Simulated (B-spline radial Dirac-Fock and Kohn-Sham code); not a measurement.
Satellites and hypersatellites of the K lines of Rh⁴⁺

System: the Rh⁴⁺ ion in the configuration [Kr] 4d5, inside a Watson sphere of charge -4 and radius 1.8 Å (a model of the Madelung potential; inside it an electron's potential energy is raised by 32.0 eV).

Input of the calculation (task.json; shells as n, l, electrons):

```json
{"items": [{
  "Z": 45,
  "q": 4,
  "cfg": [[1, 0, 2], [2, 0, 2], [2, 1, 6], [3, 0, 2], [3, 1, 6], [3, 2, 10], [4, 0, 2], [4, 1, 6], [4, 2, 5]],
  "A": 103,
  "rrms": 4.4945,
  "watson": [-4, 1.8],
  "do": ["binding", "quiet", "double"]
}]}
```

Launch: `python xray_run.py task.json out`

Method: relaxed Dirac-Fock hole states (ΔSCF) with Breit and QED corrections and a finite nucleus. Computed with a radial atomic solver. Each two-hole energy is an average over J within one jj subconfiguration, not an observable level; in light atoms, where LS coupling holds, the j-resolved values are not observed lines, and for a K spectator the Kα1 hypersatellite is nearly forbidden. The model has no electron correlation.

Lines without a spectator: Kα2 (K-L2) 20071.3 eV, Kα1 (K-L3) 20213.8 eV, Kβ3 (K-M2) 22695.4 eV, Kβ1 (K-M3) 22720.6 eV. Shifts in eV with one spectator hole (a dash: not computed, or left out as unreliable):

```
spectator hole     Kα2     Kα1     Kβ3     Kβ1
        K (1s)  +507.1  +520.0  +644.9  +647.5
    L2 (2p1/2)   +54.3   +67.9       –  +146.0
    L3 (2p3/2)   +55.0   +54.6  +132.1       –
    M2 (3p1/2)       –   +7.20  +16.77  +20.50
    M3 (3p3/2)   +5.57       –  +17.85  +17.27
    M4 (3d3/2)   +0.70   -1.56       –       –
    M5 (3d5/2)   -1.92   -0.31       –       –
```

With n spectator holes in 2p, averaged over the 2p shell (energies in eV):

```
n     KαLⁿ   step  hypersatellite KαʰLⁿ
0  20166.3      –               20681.9
1  20224.5  +58.3               20741.6
2  20284.0  +59.5               20802.5
3  20344.7  +60.7               20864.6
4  20406.7  +62.0               20928.0
5  20469.9  +63.2               20992.6
```
